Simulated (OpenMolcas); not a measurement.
# Ne V: effect of the IPEA shift

```
Program             : OpenMolcas 26.06
Basis               : ANO-RCC-VTZP [4s3p2d1f]
Scalar Hamiltonian  : DKH2, point nucleus
Active space        : 4 electrons in 4 orbitals (2s 2p)
State averaging     : 2S+1 = 3 even, 6 roots (3 in the spin-orbit step); 2S+1 = 1 even, 6 roots kept (CI in the orbitals of an earlier block); 2S+1 = 5 odd, 1 root; 2S+1 = 3 odd, 9 roots kept (CI in the orbitals of an earlier block); 2S+1 = 1 odd, 8 roots kept (CI in the orbitals of an earlier block)
Spin-orbit coupling : state interaction with AMFI integrals over the reference wave functions, term energies averaged over their components
```

Methods on the same reference wave functions:
A. CASSCF
B. SS-CASPT2, IPEA 0 Eh, imaginary shift 0.1 Eh (closed shells correlated: 1s)
C. SS-CASPT2, IPEA 0.25 Eh, imaginary shift 0.1 Eh (closed shells correlated: 1s)

Energies in cm⁻¹ above 2s² 2p² ³P₀, the measured ground level; measured values from NIST levels in Podobedova, Fuhr, Reader and Wiese, J. Phys. Chem. Ref. Data 33, 525 (2004).

| Level | A | B | C | Measured |
| --- | --- | --- | --- | --- |
| 2s² 2p² ³P₀ | 0.0 | 0.0 | 0.0 | 0.0 |
| 2s² 2p² ³P₁ | 388 | 387 | 387 | 412 |
| 2s² 2p² ³P₂ | 1117 | 1116 | 1116 | 1110 |
| 2s² 2p² ¹D₂ | 32355 | 30910 | 30640 | 30292 |
| 2s² 2p² ¹S₀ | 60384 | 64120 | 63790 | 63914 |
| 2s 2p³ ⁵S°₂ | 76631 | 86690 | 86320 |  |
| 2s 2p³ ³D°₂ | 179023 | 175090 | 175060 | 175905 |
| 2s 2p³ ³D°₁ | 179026 | 175090 | 175060 | 175927 |
| 2s 2p³ ³D°₃ | 179037 | 175100 | 175070 | 175834 |
| 2s 2p³ ³P°₀ | 211025 | 208500 | 208340 | 208193 |
| 2s 2p³ ³P°₁ | 211031 | 208500 | 208340 |  |
| 2s 2p³ ³P°₂ | 211040 | 208510 | 208350 |  |
| 2s 2p³ ¹D°₂ | 287878 | 271750 | 272070 | 270564 |
| 2s 2p³ ³S°₁ | 294297 | 280010 | 280990 |  |
| 2s 2p³ ¹P°₁ | 319882 | 305170 | 305270 |  |

Deviations, from unrounded energies. A percentage is the sum of absolute deviations over the sum of measured energies, with the sign that they share, or ± where signs differ.

| Against measurement | Levels | A | B | C |
| --- | --- | --- | --- | --- |
| mean absolute deviation (cm-1) | 9 | 3900 | 530 | 510 |
| fine structure of the ground term (%) | 2 | ±2.1 | ±2.0 | ±2.0 |
| other terms of the ground configuration (%) | 2 | ±5.9 | +0.9 | ±0.5 |
| other configurations (%) | 5 | +2.9 | ±0.4 | ±0.4 |

B, C lie about equally close to measurement and A furthest from it. The largest miss of C in the table is 2s 2p³ ¹D°₂, by +1500 cm-1. The ranking rests on the paired levels alone, and a cruder setting can come out closer through cancelling errors.

Between B and C the level of the table that moves most is 2s 2p³ ³S°₁, by 980 cm-1 (lowest in B, highest in C). Moves below CASPT2's spread within the term are not significant.

The mean deviations of B to C differ by less than CASPT2's widest spread within a term (84 cm-1), so their order carries little weight.

From A to B the spin-free energies of the other terms of 2s² 2p² shown, above ³P, scale by factors of 0.95 to 1.06.

The lowest spin-free term lies below A's lowest term by 0.086 hartree in B, 0.084 hartree in C.

CASPT2 breaks the degeneracy within a term, and the mean is taken; among the terms shown or strongly mixed into the levels shown the widest spread is 84 cm-1 (2s 2p³ ¹D°, C). Terms from blocks run as CI alone lack orbitals of their own. Computed and measured levels are paired by configuration, term and J; levels that our copy of the source lacks, or whose pairing is in doubt (as where it misses far off the trend of its configuration), stay unpaired and out of the deviations. Levels of configurations outside the active space are missing.

° marks odd parity.
